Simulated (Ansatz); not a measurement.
Saddle point of BH$_{3}$Cl$_{3}$OF, singlet (BCl₃ ([Cl][B]([Cl])[Cl]) + H₂O + HF → BHCl₂O ([OH][B]([Cl])[Cl]) + HCl + HF; bonds formed: Cl2–H7, H5–F8; dative contacts that become bonds: B1–O6; bonds broken: B1–Cl2, H5–O6, H7–F8), PBE0-D4/def2-TZVP structure:

B1  (-0.744, 0.305, -0.576)
Cl2  (1.320, 0.385, -1.198)
Cl3  (-1.595, -0.525, -1.908)
Cl4  (-1.161, 1.994, -0.219)
H5  (0.459, -0.324, 1.213)
O6  (-0.640, -0.508, 0.624)
H7  (1.664, 0.196, 0.225)
F8  (1.505, -0.087, 1.414)
H9  (-0.808, -1.437, 0.425)
(Å)

Energies are electronic, without zero-point energy. Barriers and step energies count from the start structure reached by relaxing down the imaginary mode; all methods use the PBE0-D4 structures, on which another method's saddle can fall below an end. Computed with Ansatz 0.2.0 (basis: def2-TZVPP, with def2-QZVPP for the basis limit); correlated methods freeze the cores. B3LYP uses VWN-RPA correlation. Extrapolation: Hartree–Fock as exp(−7.88 √X), correlation as X^−2.97.

```csv
method,barrier (eV),step energy (eV)
SPW92,?,0.203
PBE-D4,0.309,-0.138
BLYP-D4,0.347,-0.345
r2SCAN-D4,0.367,-0.162
B97M-V,0.579,-0.282
PBE0-D4,0.464,-0.118
B3LYP-D4,0.463,-0.317
r2SCAN0-D4,0.488,-0.141
BHLYP-D4,0.640,-0.314
CAM-B3LYP-D4,0.488,-0.278
wB97X-V,0.556,-0.184
wB97M-V,0.563,-0.167
B2PLYP,0.522,-0.313
PBE-QIDH,?,-0.109
RPA on PBE,0.535,-0.300
HF,?,-0.640
MP2,0.561,-0.150
CCSD,0.669,-0.312
CCSD(T),0.594,-0.250
```

**Question.** Fill in the withheld barriers. (Judge from chemistry; the value comes from the calculation.)

**Answer.** By the calculation: PBE-QIDH 0.568; SPW92 0.121; HF 0.966 eV. Each is the energy of the saddle less that of the start structure, by the same method.

For comparison, the barrier by CCSD(T) at an estimated basis limit (MP2 extrapolated from triple and quadruple zeta, plus CCSD(T) − MP2 in triple zeta) is 0.632 eV.

The T1 diagnostic stays at or below 0.011.

Labels in which every atom is bracketed show which atoms are joined, not bond orders.

For scale, one of the runs: CCSD(T)/def2-TZVPP, 261 basis functions, launched by `ansatz run in.yaml --threads 8 --pin off --events-out ev --progress --plain --max-ram 19148MiB`. The run took 2.8 min on 8 CPU threads of an Arm Neoverse V2 (shared host), with 6.3 GiB of host memory at its peak.
